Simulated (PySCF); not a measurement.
Compound: Sn(OAc)Me3, C₅H₁₂O₂Sn.
Bonds: Sn1–O2, Sn1–C9, Sn1–C13, Sn1–C17, O2–C3, C3–C4, C3–O5. Hydrogens: H6, H7, H8 on C4; H10, H11, H12 on C9; H14, H15, H16 on C13; H18, H19, H20 on C17.

The calculation used PBE0-D3(BJ)/def2-SVP geometry optimisation, gas phase, def2 core potentials past Kr in PySCF 2.14.0.

(1) What internal coordinates does the optimisation give?

Answers

(1) 
```
                    bond  length (pm)
                  Sn1–O2        209.0
Sn1–C9, Sn1–C13, Sn1–C17        214.1
                   O2–C3        130.7
                   C3–C4        150.4
                   C3–O5        122.2
     C4–H6, C4–H7, C4–H8        109.8
 C9–H10 and 8 like bonds        109.9
```

Bonds in one row agree within 1 pm and their mean is given. A selection of angles:
```
     angle  degrees
 O2–Sn1–C9    107.8
O2–Sn1–C17     97.1
C9–Sn1–C13    118.0
C9–Sn1–C17    112.2
 Sn1–O2–C3    109.0
  O2–C3–C4    114.6
  O2–C3–O5    122.0
  C4–C3–O5    123.4
  C3–C4–H6    110.4
  H6–C4–H7    110.3
  H7–C4–H8    106.9
Sn1–C9–H10    109.1
H10–C9–H11    110.1
```

Torsions: C9–Sn1–O2–C3 64° (synclinal); Sn1–O2–C3–C4 180° (antiperiplanar). The mirror-image conformer, all signs reversed, is as good.

Sn1 and O5 aren't drawn bonded (3 bonds apart) but lie 2.80 Å from each other; Cordero's covalent radii sum to 2.05 Å. Of the pairs four or more bonds apart, those above aside, O5···C13 is among the closest relative to their van der Waals radii: 3.28 Å, 102 % of the sum of Bondi's values. The 2 C–O bonds span 1.222 Å (C3–O5) to 1.307 Å (O2–C3), a spread of 0.085 Å. Sn1 (tin bonded to 3 C and O) is distorted tetrahedral (angles from 97.1° to 118.0°).

Point group: near Cs, missed by 0.17 Å at most; the miss may be what the optimiser left on a soft mode. Not checked by PBE0-D3(BJ)/def2-SVP frequencies. The numbers are those of one conformer.
